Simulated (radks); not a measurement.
Question: These are the eigenvalues of the occupied orbitals of an atom or ion with whole-number occupations (Ry). All-electron calculation, scalar-relativistic Kohn-Sham, LDA (Slater exchange, Perdew-Wang correlation), spin-polarised, spherical densities, finite nucleus; Fermi nuclear charge, rms radius of each element as measured or else 0.836 A^(1/3) + 0.57 fm. Program: a radial shooting solver on a logarithmic mesh with Libxc functionals.

| orbital | eigenvalue |
|---|---|
| 1s up | -433.0501 |
| 1s down | -433.0165 |
| 2s up | -50.64867 |
| 2s down | -50.45916 |
| 2p up | -42.92797 |
| 2p down | -42.76597 |
| 3s up | -7.20249 |
| 3s down | -6.72119 |
| 3p up | -5.11236 |
| 3p down | -4.64551 |
| 3d up | -1.89506 |

Which element is it, and in what charge state? The configuration may be excited. Open shells, if any, are filled with parallel spins first.

Answer: Z = 24, chromium, charge +2: Cr2+ in [Ne] 3s2 3p5 3d5. The list shows which subshells hold electrons but not how many an open one holds; the 1s level, -216.53 hartree, gives Z - s = 20.8 by -(Z - s)^2/2, which with screening and relativity narrows Z to a few neighbours, and the depths of the outer levels then fix element, charge and occupations together.
